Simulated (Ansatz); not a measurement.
Compare A (`[SiH3]C1BN1`) with its isomer B (`B[SiH2]N=C`).

Calculated with Ansatz (gas phase, PBE0-D4/def2-TZVP geometries, no zero-point term in ΔE). CBS: MP2 limit from def2 TZ/QZ plus the TZ coupled-cluster correction, frozen cores. Functionals use def2-TZVPP. B3LYP here is the variant with VWN-RPA as its local correlation; programs differ in this. One conformer a species, not always the lowest.

Q: Which is lower in electronic energy at CCSD(T)/CBS, and by how much? (Best estimate.)

A: Ansatz gave: A, by 49.7 kJ/mol.

Q: Give E(B) − E(A) in kJ/mol with B2PLYP, CCSD(T)/def2-SVP, ωB97M-V, HF/def2-TZVPP, B3LYP-D4, BLYP-D4, PBE-D4. (Estimate.)

A: Ansatz gave: B2PLYP 46.6, CCSD(T)/def2-SVP 62.8, ωB97M-V 61.1, HF/def2-TZVPP 10.8, B3LYP-D4 44.5, BLYP-D4 39.9, PBE-D4 65.0. None reverses the order clearly.

Q: Does the order hold for the free energy at 298.15 K (harmonic terms from PBE0-D4)? (Estimate.)

A: The calculation gave: Yes: G(B) − G(A) = +43.6 kJ/mol, for one conformer each.

Largest T1 diagnostic: 0.014.

From r2SCAN to r2SCAN0 (25 % exact exchange), in def2-TZVPP and without D4, E(B) − E(A) moves by +3.7 kJ/mol. In def2-TZVPP, CCSD(T) changes the Hartree–Fock value by +33.8 kJ/mol (the triples alone add +3.2 kJ/mol) and MP2 by +49.7 kJ/mol.
